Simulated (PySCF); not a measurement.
C₃HBrCl₂, SMILES ClC(=C=CBr)Cl.

Coordinates come from a TPSSh-D3(BJ)/def2-SVP optimisation. This is a generated structure with no PubChem entry under its InChIKey; it may be hypothetical.

These are TPSSh-D3(BJ)/def2-SVP in PySCF values and carry that method's errors.

Frequencies are harmonic and unscaled.

Computed vibrational spectrum:
```json
[
 {"mode": "1", "ν (cm⁻¹)": "73", "IR (km/mol)": "0.0", "moving atoms (share of kinetic energy)": "Cl 66 %, C 21 %, Br 12 %"},
 {"mode": "2", "ν (cm⁻¹)": "77", "IR (km/mol)": "0.0", "moving atoms (share of kinetic energy)": "Br 36 %, Cl 33 %, C 30 %"},
 {"mode": "3", "ν (cm⁻¹)": "215", "IR (km/mol)": "0.4", "moving atoms (share of kinetic energy)": "C 60 %, Cl 20 %, H 18 %"},
 {"mode": "4", "ν (cm⁻¹)": "249", "IR (km/mol)": "0.3", "moving atoms (share of kinetic energy)": "Cl 56 %, C 34 %, Br 8 %"},
 {"mode": "5", "ν (cm⁻¹)": "343", "IR (km/mol)": "2.0", "moving atoms (share of kinetic energy)": "C 52 %, Cl 36 %, Br 12 %"},
 {"mode": "6", "ν (cm⁻¹)": "473", "IR (km/mol)": "0.7", "moving atoms (share of kinetic energy)": "C 81 %, Cl 16 %"},
 {"mode": "7", "ν (cm⁻¹)": "505", "IR (km/mol)": "1.8", "moving atoms (share of kinetic energy)": "C 72 %, Cl 22 %"},
 {"mode": "8", "ν (cm⁻¹)": "560", "IR (km/mol)": "68.8", "moving atoms (share of kinetic energy)": "C 61 %, Cl 36 %"},
 {"mode": "9", "ν (cm⁻¹)": "663", "IR (km/mol)": "90.0", "moving atoms (share of kinetic energy)": "C 83 %, H 9 %"},
 {"mode": "10", "ν (cm⁻¹)": "787", "IR (km/mol)": "18.2", "moving atoms (share of kinetic energy)": "H 73 %, C 27 %"},
 {"mode": "11", "ν (cm⁻¹)": "855", "IR (km/mol)": "209.0", "moving atoms (share of kinetic energy)": "C 87 %, Cl 13 %"},
 {"mode": "12", "ν (cm⁻¹)": "1162", "IR (km/mol)": "56.4", "moving atoms (share of kinetic energy)": "H 81 %, C 19 %"},
 {"mode": "13", "ν (cm⁻¹)": "1323", "IR (km/mol)": "14.9", "moving atoms (share of kinetic energy)": "C 87 %, H 12 %"},
 {"mode": "14", "ν (cm⁻¹)": "2041", "IR (km/mol)": "274.4", "moving atoms (share of kinetic energy)": "C 99 %"},
 {"mode": "15", "ν (cm⁻¹)": "3196", "IR (km/mol)": "2.0", "moving atoms (share of kinetic energy)": "H 91 %, C 9 %"}
]
```
